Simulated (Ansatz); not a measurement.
Rb₃Br₃⁺, 6 atoms. Hardware: 4 threads of Arm Neoverse V2 on a shared host.

In the def2 sets Rb takes a core potential; there is no spin–orbit coupling. Correlated methods freeze 27 core orbitals; core or outer-core shells of Rb, Br are correlated, in sets that lack core-valence functions.

Question: How many basis functions does each of these Ansatz runs have, and roughly what does it cost? PBE-D4/def2-TZVP, charge 1 doublet, energy and forces, from earlier orbitals; HSE06-D4/def2-TZVP, charge 1 doublet, energy, from earlier orbitals; PBE-D4/def2-SVP, charge 1 doublet, energy with a search over starts; PBE-D4/def2-SVP, charge 1 doublet, energy, from earlier orbitals; PBE-D4/def2-SVP, charge 1 doublet, relaxation, 16 steps; PBE0-D4/def2-SVP, charge 1 doublet, energy, from earlier orbitals; B3LYP-D4/def2-TZVP, charge 1 doublet, energy, from earlier orbitals; PBE0-D4/def2-TZVP, charge 1 doublet, energy, from earlier orbitals; MP2/def2-TZVP, charge 1 doublet, energy, from earlier orbitals; RPA@PBE/def2-TZVP, charge 1 doublet, energy, from earlier orbitals; r2SCAN-D4/def2-TZVP, charge 1 doublet, energy, from earlier orbitals.

Answer: Other jobs shared the machine, so times can vary by a factor of up to 3.

| run | functions | fitting or Cholesky vectors | wall time | peak host memory (GiB) |
| --- | --- | --- | --- | --- |
| PBE0-D4/def2-SVP, charge 1 doublet, energy, from earlier orbitals | 168 | 1607 | 11 s | 0.91 |
| PBE-D4/def2-SVP, charge 1 doublet, energy, from earlier orbitals | 168 | 1845 | 17 s | 0.64 |
| HSE06-D4/def2-TZVP, charge 1 doublet, energy, from earlier orbitals | 243 | 1992 | 17 s | 1.5 |
| B3LYP-D4/def2-TZVP, charge 1 doublet, energy, from earlier orbitals | 243 | 1992 | 21 s | 1.3 |
| MP2/def2-TZVP, charge 1 doublet, energy, from earlier orbitals | 243 | 1992 | 21 s | 1.4 |
| PBE0-D4/def2-TZVP, charge 1 doublet, energy, from earlier orbitals | 243 | 1992 | 22 s | 1.3 |
| PBE-D4/def2-TZVP, charge 1 doublet, energy and forces, from earlier orbitals | 243 | 2100 | 31 s | 1.1 |
| RPA@PBE/def2-TZVP, charge 1 doublet, energy, from earlier orbitals | 243 | 1992 | 34 s | 1.1 |
| PBE-D4/def2-SVP, charge 1 doublet, energy with a search over starts | 168 | 1845 | 45 s | 0.66 |
| r2SCAN-D4/def2-TZVP, charge 1 doublet, energy, from earlier orbitals | 243 | 2100 | 75 s | 1.3 |
| PBE-D4/def2-SVP, charge 1 doublet, relaxation, 16 steps | 168 | 1845 | 94 s | 0.55 |
